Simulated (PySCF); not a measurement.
Partial charges of `CC(C)C1=CC[P@](C)(=S)C1`

Compound: C8H15PS.
Atom-mapped SMILES: `[CH3:1][CH:2]([CH3:3])[C:4]1=[CH:5][CH2:6][P@:7]([CH3:8])(=[S:9])[CH2:10]1` (hydrogens: H11, H12, H13 on C1; H14 on C2; H15, H16, H17 on C3; H18 on C5; H19, H20 on C6; H21, H22, H23 on C8; H24, H25 on C10)

Structure used (PBE0-D3(BJ)/def2-SVP), in Å, numbered top down from 1:
```xyz
25
C8H15PS angstrom
C     -2.8066   -0.0394    0.4714
C     -1.6829   -0.6333   -0.3773
C     -1.7079   -0.0736   -1.8004
C     -0.3368   -0.4303    0.2671
C      0.5124   -1.4276    0.5726
C      1.8197   -1.0622    1.2097
P      1.9565    0.7551    0.8972
C      2.6566    0.8509   -0.7826
S      2.8375    1.8796    2.2161
C      0.1419    0.9553    0.6243
H     -3.7887   -0.2616    0.0268
H     -2.7172    1.0565    0.5426
H     -2.7954   -0.4465    1.4942
H     -1.8417   -1.7239   -0.4416
H     -2.6786   -0.2744   -2.2804
H     -1.5601    1.0183   -1.8069
H     -0.9202   -0.5262   -2.4214
H      0.2602   -2.4752    0.3758
H      1.8270   -1.2184    2.3021
H      2.6867   -1.6021    0.7961
H      3.7101    0.5388   -0.7392
H      2.0971    0.2053   -1.4757
H      2.6161    1.8962   -1.1189
H     -0.2990    1.3239    1.5660
H     -0.0600    1.7126   -0.1499
```

Density: PBE0/pcSseg-1 (PySCF); schemes: Mulliken, IAO, Hirshfeld and ESP-fitted. Isolated species at its PBE0-D3(BJ)/def2-SVP geometry (one conformer only).

Task: What partial charge does each atom carry?

Result: In e; atoms taken as equivalent share a row and are averaged (×n: the atom named and its like, n in all):

| atom | environment | Mulliken | IAO | Hirshfeld | ESP-fitted |
| --- | --- | --- | --- | --- | --- |
| C1 | methyl carbon | -0.221 | -0.408 | -0.114 | -0.420 |
| C2 | allylic carbon | -0.279 | -0.096 | -0.018 | +0.114 |
| C3 | methyl carbon | -0.220 | -0.406 | -0.115 | -0.392 |
| C4 | fully substituted alkene carbon | -0.260 | +0.005 | +0.011 | +0.142 |
| C5 | alkene CH carbon | -0.067 | -0.178 | -0.056 | -0.283 |
| C6 | sp3 carbon bound to phosphorus | -0.315 | -0.489 | -0.112 | -0.051 |
| P7 | phosphorus bonded to 3 C and S | +0.351 | +1.096 | +0.350 | +0.181 |
| C8 | sp3 carbon bound to phosphorus | -0.398 | -0.650 | -0.158 | -0.628 |
| S9 | sulfur bonded to P | -0.379 | -0.621 | -0.353 | -0.387 |
| C10 | sp3 carbon bound to phosphorus | -0.290 | -0.494 | -0.112 | -0.104 |
| H11/H12/H13 | methyl hydrogen | +0.120 | +0.138 | +0.040 | +0.112 |
| H14 | methine hydrogen | +0.112 | +0.132 | +0.040 | +0.051 |
| H15/H16/H17 | methyl hydrogen | +0.117 | +0.136 | +0.039 | +0.104 |
| H18 | vinylic hydrogen | +0.088 | +0.145 | +0.047 | +0.120 |
| H19 | methylene hydrogen | +0.183 | +0.170 | +0.049 | +0.074 |
| H20 | methylene hydrogen | +0.159 | +0.156 | +0.051 | +0.116 |
| H21/H22/H23 | methyl hydrogen | +0.160 | +0.165 | +0.051 | +0.207 |
| H24 | methylene hydrogen | +0.187 | +0.170 | +0.050 | +0.083 |
| H25 | methylene hydrogen | +0.159 | +0.151 | +0.048 | +0.115 |

Mean size of the charges over all atoms: IAO 0.267 e, Mulliken 0.194 e, ESP-fitted 0.181 e, Hirshfeld 0.083 e. Each set sums to the total charge, 0, to within 0.001 e. The IAO scheme projects the occupied orbitals on a minimal set of polarised atomic orbitals and counts the electrons in each atom's part of it.

Some averages cover members that differ in this geometry: H15/H16/H17, ESP-fitted +0.085 to +0.123; H11/H12/H13, ESP-fitted +0.099 to +0.132; H21/H22/H23, ESP-fitted +0.188 to +0.219 e.

Lowest charge. The schemes don't all agree: Mulliken C8 (-0.398); IAO C8 (-0.650); Hirshfeld S9 (-0.353); ESP-fitted C8 (-0.628).

Highest charge. The schemes don't all agree: Mulliken P7 (+0.351); IAO P7 (+1.096); Hirshfeld P7 (+0.350); ESP-fitted H21/H22/H23 (+0.207).

Task: How many electrons does the Hirshfeld scheme count on C8?

Result: Z − q = 6 − (-0.158) = 6.158.

Task: Sum the charges by element, for elements with more than one atom.

Result: 
| element | atoms | Mulliken | IAO | Hirshfeld | ESP-fitted |
| --- | --- | --- | --- | --- | --- |
| C | 8 | -2.049 | -2.715 | -0.674 | -1.622 |
| H | 15 | +2.078 | +2.240 | +0.678 | +1.828 |
